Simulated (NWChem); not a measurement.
CH5ClOSi2; SMILES O=C([SiH3])[SiH2]Cl

```xyz
10

O     -1.5378     1.7463     0.0047
C     -0.5946     0.9834    -0.0071
Si     1.2435     1.6333    -0.0036
Si    -1.0616    -0.9026    -0.0259
Cl     0.6761    -2.0373    -0.0232
H      1.9249     1.1263     1.2247
H      1.9440     1.1026    -1.2107
H      1.2181     3.1227    -0.0176
H     -1.8604    -1.2149     1.1901
H     -1.8432    -1.1945    -1.2583
```
Atoms are numbered in this order, from 1.

All runs: NWChem. Structure relaxed at the PBE0/def2-SVP level. Level: PBE0/def2-SVP with SMD (1 M gas to 1 M solution), gas-phase geometry. Reactions with the solvent are ignored.

Question: Estimate the computed values for solvent ethanol. Quantities: solvation free energy (kcal/mol); cavity-dispersion-structure term (kcal/mol); dipole in solution (D).

Answer: solvation free energy (kcal/mol): -2.5
cavity-dispersion-structure term (kcal/mol): 0.7
dipole in solution (D): 0.84
